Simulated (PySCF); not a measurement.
Isomers of C3H7FO2Si.

All values: PBE0/pcSseg-1 (PySCF) at GFN2-xTB geometries, gas phase, one conformer each.

Task: Rank by HOMO–LUMO gap, highest first.
A. `[O:1]=[C:2]([CH2:3][CH2:4][F:5])[O:6][SiH3:7]` with O1–C2–C3–C4 0°, C2–C3–C4–F5 180°, O1–C2–O6–Si7 0°
B. `[CH2:1]=[C:2]([O:3][SiH3:4])[O:5][CH2:6][F:7]` with C1–C2–O3–Si4 10°, C1–C2–O5–C6 -169°, C2–O5–C6–F7 73°
C. `[F:1][C@@H:2]1[CH2:3][C@H:4]([O:5][SiH3:6])[O:7]1` with C3–C4–O5–Si6 -87°

Result: C (8.75 eV), A (8.32 eV), B (6.68 eV).

Task: Rank by the lowest Hirshfeld charge on any atom, lowest value first.
A. `[F:1][C@@H:2]1[CH2:3][C@H:4]([O:5][SiH3:6])[O:7]1` with C3–C4–O5–Si6 -87°
B. `[O:1]=[C:2]([CH2:3][CH2:4][F:5])[O:6][SiH3:7]` with O1–C2–C3–C4 0°, C2–C3–C4–F5 180°, O1–C2–O6–Si7 0°
C. `[CH2:1]=[C:2]([O:3][SiH3:4])[O:5][CH2:6][F:7]` with C1–C2–O3–Si4 10°, C1–C2–O5–C6 -169°, C2–O5–C6–F7 73°

Result: B (-0.246 e), A (-0.219 e), C (-0.181 e).

Task: Rank by the highest Hirshfeld charge on any atom, lowest value first.
A. `[O:1]=[C:2]([CH2:3][CH2:4][F:5])[O:6][SiH3:7]` with O1–C2–C3–C4 0°, C2–C3–C4–F5 180°, O1–C2–O6–Si7 0°
B. `[F:1][C@@H:2]1[CH2:3][C@H:4]([O:5][SiH3:6])[O:7]1` with C3–C4–O5–Si6 -87°
C. `[CH2:1]=[C:2]([O:3][SiH3:4])[O:5][CH2:6][F:7]` with C1–C2–O3–Si4 10°, C1–C2–O5–C6 -169°, C2–O5–C6–F7 73°
D. `[CH3:1][CH2:2][O:3][C:4](=[O:5])[SiH2:6][F:7]` with C1–C2–O3–C4 121°, C2–O3–C4–O5 3°, O3–C4–Si6–F7 73°

Result: B (+0.370 e), A (+0.395 e), C (+0.408 e), D (+0.442 e).

All values together:

```
                   SMILES  μ (D)  HOMO (eV)  LUMO (eV)  lowest IAO charge (e)  highest IAO charge (e)  lowest Hirshfeld charge (e)  highest Hirshfeld charge (e)
F[C@@H]1C[C@H](O[SiH3])O1   1.96      -8.14       0.61             -0.619 (O)             +0.850 (Si)                   -0.219 (O)                   +0.370 (Si)
          O=C(CCF)O[SiH3]   2.29      -8.48      -0.16             -0.585 (O)             +0.853 (Si)                   -0.246 (O)                   +0.395 (Si)
          C=C(O[SiH3])OCF   2.01      -6.69       0.00             -0.585 (O)             +0.874 (Si)                 -0.181 (C/O)                   +0.408 (Si)
          CCOC(=O)[SiH2]F   2.11      -7.88      -1.14             -0.536 (F)             +1.074 (Si)                   -0.252 (O)                   +0.442 (Si)
```

Conformers: `[F:1][C@@H:2]1[CH2:3][C@H:4]([O:5][SiH3:6])[O:7]1` with C3–C4–O5–Si6 -87°; `[O:1]=[C:2]([CH2:3][CH2:4][F:5])[O:6][SiH3:7]` with O1–C2–C3–C4 0°, C2–C3–C4–F5 180°, O1–C2–O6–Si7 0°; `[CH2:1]=[C:2]([O:3][SiH3:4])[O:5][CH2:6][F:7]` with C1–C2–O3–Si4 10°, C1–C2–O5–C6 -169°, C2–O5–C6–F7 73°; `[CH3:1][CH2:2][O:3][C:4](=[O:5])[SiH2:6][F:7]` with C1–C2–O3–C4 121°, C2–O3–C4–O5 3°, O3–C4–Si6–F7 73°.
